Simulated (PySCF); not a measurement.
(1S)-1-bromo-1-chloroethane (C2H4BrCl), SMILES C[C@@H](Cl)Br.

Coordinates come from a PBE0-D3(BJ)/def2-SVP optimisation.

Level of theory: TDDFT-B3LYP/def2-SVPD run with PySCF 2.14.0.

Vertical excitations. Gas-phase values at a fixed geometry.

| state | energy (eV) | λ (nm) | f | main pairs |
|---|---|---|---|---|
| S1 | 5.76 | 215 | 0.005 | HOMO→LUMO 56 %, HOMO−1→LUMO 43 % |
| S2 | 5.79 | 214 | 0.007 | HOMO−1→LUMO 56 %, HOMO→LUMO 42 % |
| S3 | 6.58 | 189 | 0.002 | HOMO−2→LUMO 92 % |
| S4 | 6.85 | 181 | 0.047 | HOMO−3→LUMO 89 % |
| S5 | 7.06 | 175 | 0.007 | HOMO→LUMO+1 95 % |
| S6 | 7.14 | 174 | 0.004 | HOMO−1→LUMO+1 96 % |
| S7 | 7.38 | 168 | 0.049 | HOMO→LUMO+2 95 % |
| S8 | 7.46 | 166 | 0.055 | HOMO−1→LUMO+2 95 % |
| S9 | 7.68 | 162 | 0.005 | HOMO−2→LUMO+1 88 % |
| S10 | 7.91 | 157 | 0.061 | HOMO−3→LUMO+1 82 % |
| T1 | 5.13 | 242 | 0 | HOMO→LUMO 96 % |
| T2 | 5.17 | 240 | 0 | HOMO−1→LUMO 96 % |
| T3 | 6.09 | 204 | 0 | HOMO−3→LUMO 50 %, HOMO−2→LUMO 34 % |
| T4 | 6.22 | 199 | 0 | HOMO−2→LUMO 47 %, HOMO−3→LUMO 30 %, HOMO−2→LUMO+1 9 % |
Triplets are in the Tamm–Dancoff approximation, which puts them higher than full response would, so one can lie above its singlet here.
